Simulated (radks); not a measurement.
The numbers below are computed, except where a source is named.
Ionisation of the zinc ion Zn+, [Ar] 3d10 4s1, to [Ar] 3d10 as the strength of local exchange is varied. Code: a radial shooting solver on a logarithmic mesh with Libxc functionals. Model: scalar-relativistic Kohn-Sham, Slater X-alpha exchange (alpha = 2/3 is LDA exchange), no correlation, spin-polarised, spherical densities, point nucleus; open shells are filled with parallel spins first.

alpha  E(Zn+) (hartree)  exchange (hartree)  IE (eV)  -e of the level emptied (eV)  <r> of it (bohr)
0.636       -1787.31545           -62.74591   17.812                   13.651 (4s)             2.423
0.655       -1789.19250           -64.69310   17.977                   13.825 (4s)             2.413
0.667       -1790.37910           -65.92506   18.082                   13.934 (4s)             2.407
0.936       -1817.19893           -93.97692   20.502                   16.503 (4s)             2.281
0.958       -1819.41097           -96.30781   20.705                   16.722 (4s)             2.271
x           -1815.99354           -92.70785   20.391                   16.384 (4s)             2.286

Which alpha was used in the last row?

Answer. alpha = 0.924. NIST Atomic Spectra Database: 17.964 eV (measured). The Delta-SCF value meets it near alpha = 0.65.
